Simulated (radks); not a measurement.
Removal energies from the bromine ion Br4+, [Ar] 3d10 4s2 4p1, by Delta-SCF beside the eigenvalue of the level emptied. Method: scalar-relativistic Kohn-Sham, PBE, spin-polarised, spherical densities, finite nucleus; Fermi nuclear charge, rms radius of each element as measured or else 0.836 A^(1/3) + 0.57 fm; computed with a radial shooting solver on a logarithmic mesh with Libxc functionals. Open shells are filled with parallel spins first.

removed from	final configuration	Delta-SCF (eV)	-eigenvalue (eV)
4p	[Ar] 3d10 4s2	59.112	52.974
4s	[Ar] 3d10 4s1 4p1	73.203	66.517
3d	[Ar] 3d9 4s2 4p1	135.29	120.43
3p	[Ne] 3s2 3p5 3d10 4s2 4p1	242.44	227.39
